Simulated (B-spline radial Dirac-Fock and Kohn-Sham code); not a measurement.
# Relative intensities of the L3 lines, Sn to Pr

Method: independent-particle radiative and Coulomb Auger rates from relativistic LDA hole-state orbitals, with Dirac-Fock energies. Computed with an atomic code on a B-spline grid. Each entry is the share of the radiative L3 rate in per cent; values in brackets are the Scofield rates tabulated in xraylib.

| Z | element | Lℓ | Lα2 | Lα1 | Lβ6 | Lβ2 | radiative width (eV) |
| --- | --- | --- | --- | --- | --- | --- | --- |
| 50 | Sn | 3.02 (3.21) | 8.70 (8.70) | 77.2 (77.2) | 0.632 (0.651) | 9.31 (9.14) | 0.173 |
| 51 | Sb | 3.02 (3.20) | 8.64 (8.64) | 76.6 (76.6) | 0.643 (0.661) | 9.82 (9.67) | 0.193 |
| 52 | Te | 3.02 (3.19) | 8.59 (8.59) | 76.2 (76.1) | 0.653 (0.671) | 10.3 (10.2) | 0.215 |
| 53 | I | 3.02 (3.19) | 8.54 (8.54) | 75.7 (75.7) | 0.664 (0.683) | 10.7 (10.6) | 0.238 |
| 54 | Xe | 3.02 (3.19) | 8.50 (8.49) | 75.3 (75.2) | 0.675 (0.694) | 11.1 (11.0) | 0.263 |
| 55 | Cs | 3.03 (3.19) | 8.45 (8.45) | 74.9 (74.8) | 0.687 (0.706) | 11.5 (11.4) | 0.289 |
| 56 | Ba | 3.04 (3.20) | 8.41 (8.40) | 74.5 (74.4) | 0.698 (0.718) | 11.8 (11.8) | 0.318 |
| 57 | La | 3.04 (3.20) | 8.36 (8.35) | 74.1 (74.0) | 0.710 (0.729) | 12.1 (12.1) | 0.349 |
| 58 | Ce | 3.07 (3.23) | 8.35 (8.38) | 74.0 (74.1) | 0.718 (0.735) | 12.2 (12.0) | 0.382 |
| 59 | Pr | 3.10 (3.25) | 8.37 (8.37) | 74.1 (74.0) | 0.724 (0.744) | 12.1 (12.1) | 0.415 |
